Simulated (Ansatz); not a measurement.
Born–Oppenheimer molecular dynamics of BBrF$_{2}$H$_{2}$O (7 atoms, charge 0, multiplicity 1). It starts at the highest image of a converged band, a first-order saddle point between two minima.

Method: RKS B3LYP-D4/def2-SVP in Ansatz.

```
ensemble                      : NVE (velocity Verlet)
time step                     : 0.5 fs
steps asked                   : 200
starting velocities drawn for : 100 K
seed                          : 7962
```

First frame:

```xyz
7
Properties=species:S:1:pos:R:3
B -0.345 -0.401 -0.440
Br -1.173 1.129 1.299
F -0.469 0.205 -1.612
F -0.942 -1.548 -0.199
H 0.409 0.486 1.039
O 0.967 -0.216 0.225
H 1.553 0.345 -0.312
```

Task: What does the run give?

Result: The run went to its last step.

```
steps done                                               : 200
time covered                                             : 100 fs
mean temperature over the second half                    : 471 K
spread of the potential energy over the second half      : 21.4 meV per atom
mean potential energy of the second half above the start : -34.2 meV per atom
```

The conserved energy stayed within 0.038 meV per atom of its start (net change 0.0069 meV per atom), so the integration is sound. The kinetic energy rose, since the run started high on the potential surface and went downhill. A run of 0.1 ps of so small a system gives no equilibrium averages. The orbitals stay closed-shell, which can raise the energy where a bond breaks towards radicals; this wasn't checked here.

Task: What happens to the structure?

Result: Between its relaxed ends the band would form Br2–H5 and break B1–Br2, H5–O6. These pairs go: Br2–H5 1.73 → 2.90 Å, B1–Br2 2.46 → 1.91 Å, H5–O6 1.21 → 0.97 Å. In the last frame they stand as before the step (other bonds may differ from the relaxed reactants and products). It ends as one piece, BBrF2H2O. Pairs count as bonded within 1.25 times the sum of covalent radii (0.12 Å more for H–H). The details hang on the random start.

Task: How do temperature and energy run in time?

Result: 
| time (fs) | T (K) | potential energy less start (eV) | conserved less start (meV/atom) |
| --- | --- | --- | --- |
| 0 | 100 | 0.000 | 0.00 |
| 3 | 85 | 0.010 | 0.02 |
| 6 | 77 | 0.015 | 0.02 |
| 9 | 102 | -0.001 | 0.00 |
| 12 | 130 | -0.019 | 0.02 |
| 15 | 165 | -0.042 | 0.03 |
| 18 | 236 | -0.088 | 0.00 |
| 21 | 304 | -0.131 | 0.01 |
| 24 | 353 | -0.164 | 0.01 |
| 27 | 383 | -0.183 | 0.00 |
| 30 | 400 | -0.194 | 0.01 |
| 33 | 426 | -0.210 | 0.02 |
| 36 | 464 | -0.235 | 0.00 |
| 39 | 503 | -0.260 | 0.01 |
| 42 | 544 | -0.287 | 0.02 |
| 45 | 590 | -0.316 | 0.00 |
| 48 | 640 | -0.349 | 0.01 |
| 51 | 702 | -0.389 | 0.02 |
| 54 | 773 | -0.435 | 0.00 |
| 57 | 805 | -0.456 | -0.01 |
| 60 | 777 | -0.437 | 0.01 |
| 63 | 714 | -0.397 | 0.00 |
| 66 | 613 | -0.332 | -0.01 |
| 69 | 477 | -0.243 | 0.02 |
| 72 | 340 | -0.155 | 0.01 |
| 75 | 215 | -0.074 | 0.00 |
| 78 | 119 | -0.012 | 0.03 |
| 81 | 121 | -0.013 | 0.03 |
| 84 | 202 | -0.066 | -0.01 |
| 87 | 274 | -0.112 | 0.01 |
| 90 | 338 | -0.154 | 0.02 |
| 93 | 430 | -0.213 | -0.01 |
| 96 | 525 | -0.274 | 0.00 |
| 99 | 613 | -0.332 | 0.02 |

The run took 5.6 min on 2 threads of Intel(R) Xeon(R) Platinum 8488C (Sapphire Rapids), with other jobs on the host, peak memory 0.23 GiB.
